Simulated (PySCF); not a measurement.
# What a mistake does to a calculation on BCGeH5N cation

Calculated results; nothing here was measured. They come from PySCF 2.14.0, an open-source quantum chemistry program, on an isolated molecule that a program drew, which may never have been made. The molecule is BCGeH5N cation (charge +1, singlet), drawn as the SMILES string `[BH+][NH][GeH]=[CH2]`.

Each row is a Hartree-Fock (HF) and frozen-core CCSD(T) single point in the cc-pVDZ basis, meant for a local HF minimum. Run 1 is clean. Each other run has one planted mistake out of seven kinds, and not every kind appears here: one electron removed, one electron added, multiplicity raised by two, geometry at a saddle point, minimal basis STO-3G, one bond length entered in bohr, all coordinates scaled. The reference is restricted for singlets and unrestricted otherwise, and also for a bond in bohr. Adding or removing an electron swaps singlet and doublet. Electrons count all cores. HOMO and LUMO are orbital energies over both spins, the gradient is its largest component, and the lowest frequency (negative if imaginary) is given only where the gradient is small. Bond lengths are over the 8 bonds as drawn. T1 is the CCSD diagnostic: over 0.02 (restricted) or 0.045 (unrestricted) a single reference is doubtful. Germanium has the cc-pVDZ-PP basis, with a core potential (ECP10MDF) in place of its 10 inner electrons, and its 3s, 3p and 3d shells are frozen in CCSD(T).

Geometry of the clean run:
```xyz
9
BCGeH5N cation, angstrom
B     1.1855   -0.7350    0.7761
N     0.4296   -0.1178   -0.0820
Ge    0.1527    1.8098   -0.4017
C    -0.9757    2.1241   -1.6845
H     1.8795   -1.2521    1.5639
H    -0.1262   -0.6886   -0.7105
H     1.0310    2.5002    0.5948
H    -1.4624    1.3315   -2.2356
H    -1.2038    3.1490   -1.9463
```

```
run  electrons  basis functions  <S^2>  HOMO (eV)  LUMO (eV)  gradient (hartree/bohr)  lowest frequency (cm^-1)  mean bond (Å)  longest bond (Å)      T1  HF (hartree)  CCSD(T) (hartree)                 mistake
  1         54               90  0.000     -13.00      -3.76                  1.9e-05                        57         1.3569             1.973  0.0161    -412.99367         -413.51070                no fault
  2         54               90  0.000     -12.77      -3.84                  2.4e-02                         -         1.4044             2.043  0.0176    -412.98276         -413.51025  all coordinates scaled
  3         53               90  0.756     -22.13     -11.02                  6.0e-02                         -         1.3569             1.973  0.0143    -412.56449         -413.02359    one electron removed
  4         54               90  1.034     -12.58      -4.80                  2.0e-02                         -         1.4871             2.212  0.0831    -412.86074         -413.37588                       ?
```

**Which mistake was planted in run 4, and what did it cost?**

The mean bond changes by a factor of 1.096 and the longest by 1.121, so the molecule wasn't scaled as a whole. A length L in bohr read as angstrom grows by (1/0.5292 - 1) L = 0.890 L. The 8 bonds together grew by 8 x 0.1302 = 1.042 Å, which gives L = 1.171 Å. That is bond B1-H5, 1.170 Å in the clean geometry. So the mistake is: one bond length entered in bohr. Subtracting run 1 and multiplying by 627.51 kcal/mol a hartree, the energy moved by 83.4 kcal/mol in HF and 84.6 kcal/mol in CCSD(T).

Cautions from the logs. Run 4: T1 is over the limit, so its CCSD(T) energy is less reliable.
